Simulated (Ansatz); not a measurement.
Calculated with Ansatz (gas phase, PBE0-D4/def2-TZVP geometries, no zero-point term in ΔE). CCSD(T)/CBS adds triple-zeta CCSD(T) − MP2 to the extrapolated MP2 energy (def2 sets, frozen cores). DFT in def2-TZVPP. For Ge outer-core shells are correlated without core-valence functions, which leaves a few kJ/mol of doubt a bond. Scalar relativity is left out up to krypton. One conformer a species, not always the lowest.

Reaction (redistribution): `[GeH3][S][GeH3]` + `SB(Cl)Cl` → `Cl[B](Cl)[GeH3]` + `S[S][GeH3]`

`[GeH3][S][GeH3]`:

```xyz
9

Ge    0.775    0.963    1.141
S    -0.303    1.241   -0.781
Ge   -0.793   -0.887   -1.188
H    -0.163    0.322    2.178
H     1.206    2.363    1.590
H     1.999    0.057    0.928
H    -1.651   -1.454   -0.046
H    -1.571   -0.896   -2.509
H     0.502   -1.708   -1.313
```

`SB(Cl)Cl`:

Cartesian coordinates in Å:
```
S 0.820 -0.334 -1.105
B -0.071 -0.157 0.434
Cl 0.298 -1.285 1.715
Cl -1.274 1.083 0.693
H 0.227 0.693 -1.737
```

`Cl[B](Cl)[GeH3]`:

Cartesian coordinates in Å:
```
Cl -1.138 0.714 2.171
B -0.682 -0.344 0.865
Cl -1.283 -1.980 0.872
Ge 0.542 0.295 -0.674
H 1.795 -0.593 -0.732
H -0.204 0.149 -2.011
H 0.969 1.759 -0.492
```

`S[S][GeH3]`:

Cartesian coordinates in Å:
```
S 1.011 -0.864 1.803
S 1.440 0.418 0.251
Ge -0.413 0.145 -0.966
H 0.367 0.007 2.604
H -1.619 0.617 -0.141
H -0.230 1.015 -2.220
H -0.556 -1.338 -1.331
```

CCSD(T)/CBS gives +39.4 kcal/mol.

Problem. Another level gave +39.9 kcal/mol. Which?
A. MP2/def2-TZVPP
B. HF/def2-TZVPP
C. PBE/def2-TZVPP
D. B2PLYP/def2-TZVPP

Solution. D. B2PLYP 39.9, HF/def2-TZVPP 41.9, PBE 37.1, MP2/def2-TZVPP 43.3 kcal/mol.

Largest T1 diagnostic among the species: 0.013.

Leaving LDA and LC-ωPBE aside and taking each functional with its dispersion term where it has one, the values, not all of them listed here, spread over 5.0 kcal/mol, from BLYP-D4 to PBE-QIDH. LDA lies +1.0 kcal/mol from PBE without D4. From PBE to PBE0 (25 % exact exchange), in def2-TZVPP and without D4, ΔE moves by +2.0 kcal/mol. At CCSD(T), def2-SVP lies +6.8 kcal/mol from the extrapolated value and def2-TZVPP +1.4 kcal/mol.
